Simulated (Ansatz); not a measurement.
Consider the redistribution: `CC(C)[O][MgH]` + `CBS` → `[CH3][MgH]` + `CC(C)OBS`.

Isolated molecules relaxed with PBE0-D4/def2-TZVP in Ansatz; ΔE leaves out vibrations. CBS: MP2 limit from def2 TZ/QZ plus the TZ coupled-cluster correction, frozen cores. Functionals use def2-TZVPP. For Mg outer-core shells are correlated without core-valence functions, which leaves a few kJ/mol of doubt a bond. Each species was taken in one conformer, which may not be the lowest.

`CC(C)[O][MgH]`:

Cartesian coordinates in Å:
```
C 0.656 -1.210 -0.655
C 0.317 0.244 -0.362
C -1.045 0.615 -0.927
O 0.365 0.491 0.997
Mg 0.312 0.695 2.750
H 1.639 -1.459 -0.250
H -0.084 -1.868 -0.191
H 0.667 -1.409 -1.730
H 1.071 0.871 -0.867
H -1.822 -0.005 -0.468
H -1.083 0.467 -2.010
H -1.272 1.662 -0.715
H 0.279 0.907 4.428
```

`CBS`:

```xyz
8

C    -1.088    0.024   -0.170
B     0.401    0.155    0.268
S     1.665   -0.736   -0.617
H    -1.490    1.016   -0.406
H    -1.688   -0.337    0.674
H    -1.264   -0.632   -1.024
H     0.728    0.843    1.190
H     2.735   -0.332    0.086
```

`[CH3][MgH]`:

Cartesian coordinates in Å:
```
C 0.064 0.654 0.411
Mg -0.108 -1.103 -0.694
H -0.878 0.921 0.902
H 0.349 1.505 -0.217
H 0.822 0.569 1.197
H -0.249 -2.546 -1.601
```

`CC(C)OBS`:

Cartesian coordinates in Å:
```
C 0.019 -1.230 -1.214
C -0.255 0.072 -0.496
C -1.716 0.259 -0.157
O 0.493 0.079 0.724
B 1.463 0.979 0.955
S 2.392 0.963 2.500
H -0.538 -1.272 -2.153
H 1.082 -1.332 -1.440
H -0.285 -2.076 -0.593
H 0.089 0.911 -1.114
H -2.321 0.261 -1.066
H -2.063 -0.552 0.488
H -1.875 1.205 0.365
H 1.752 1.825 0.156
H 1.761 -0.091 3.045
```

| level | ΔE (kJ/mol) |
| --- | --- |
| r2SCAN-D4 | 16.3 |
| r2SCAN | 16.9 |
| HF/def2-TZVPP | 18.1 |
| CCSD/def2-TZVPP | 13.9 |

Q: What does CCSD(T)/CBS give? (An estimate is asked.)

A: Ansatz gave: +18.9 kJ/mol. The listed levels differ from it by -2.6, -2.0, -0.8, -5.0 kJ/mol.

Largest T1 diagnostic among the species: 0.013.
